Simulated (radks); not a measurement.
Question: All-electron atom: the iodine ion I+ in [Kr] 4d10 5s2 5p4. Method: scalar-relativistic Kohn-Sham, PBE, spin-polarised, spherical densities, point nucleus; open shells are filled with parallel spins first (spin-orbit coupling, left out, can overturn this in heavy ions); computed with a radial shooting solver on a logarithmic mesh with Libxc functionals. Some entries of the table are withheld. Estimate them.

orbital,occ.,eigenvalue (hartree),<r> (bohr),<r^2> (bohr^2)
1s up,1,-1212.533,0.02722,0.001005
1s down,1,-1212.530,0.02722,0.001005
2s up,1,-187.6361,0.1172,0.01619
2s down,1,-187.6349,0.1172,0.01619
2p up,3,-168.4419,0.1025,0.01282
2p down,3,-168.4399,0.1025,0.01282
3s up,1,-38.15105,0.3141,0.1127
3s down,1,-38.14890,0.3141,0.1127
3p up,3,-31.93184,0.3121,0.1130
3p down,3,-31.92938,0.3121,0.1130
3d up,5,-22.62014,0.2886,0.09858
3d down,5,-22.61779,0.2886,0.09857
4s up,1,-6.98780,0.7399,0.6185
4s down,1,-6.98263,0.7399,0.6183
4p up,3,-5.03903,0.7920,0.7149
4p down,3,-5.03370,0.7917,0.7140
4d up,5,-2.19928,(1),0.9955
4d down,5,-2.19075,(2),0.9870
5s up,1,(3),1.924,4.171
5s down,1,(4),1.918,4.157
5p up,3,-0.58695,2.312,6.078
5p down,1,-0.53263,2.338,6.248

Answer: 
(1) 4d up <r> (bohr): 0.9218
(2) 4d down <r> (bohr): 0.9185
(3) 5s up eigenvalue (hartree): -0.98681
(4) 5s down eigenvalue (hartree): -0.93440
